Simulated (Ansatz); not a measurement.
`FCBCl` at its PBE0-D4/def2-TZVP geometry, where that method's forces vanish. Charge 0, multiplicity 1.

```xyz
7

F     0.9394   -1.4175   -0.3744
C     0.6892   -0.1141   -0.0006
B    -0.8102    0.3014    0.0503
Cl   -2.0839   -0.8051   -0.3385
H     1.1414    0.0615    0.9874
H     1.2220    0.5581   -0.6902
H    -1.0980    1.4157    0.3662
```

Problem. What forces (eV/Å) does PBE-D4/def2-TZVPP give on these atoms in the Gaussian-basis code of Ansatz? (Best estimate.)

Solution. Ansatz gave: 
```
F1   0.156 -0.642 -0.183
C2  -0.270  0.292  0.073
B3   0.071  0.084  0.028
Cl4 -0.166 -0.140 -0.049
H5   0.118  0.079  0.227
H6   0.135  0.186 -0.136
H7  -0.045  0.141  0.040
```
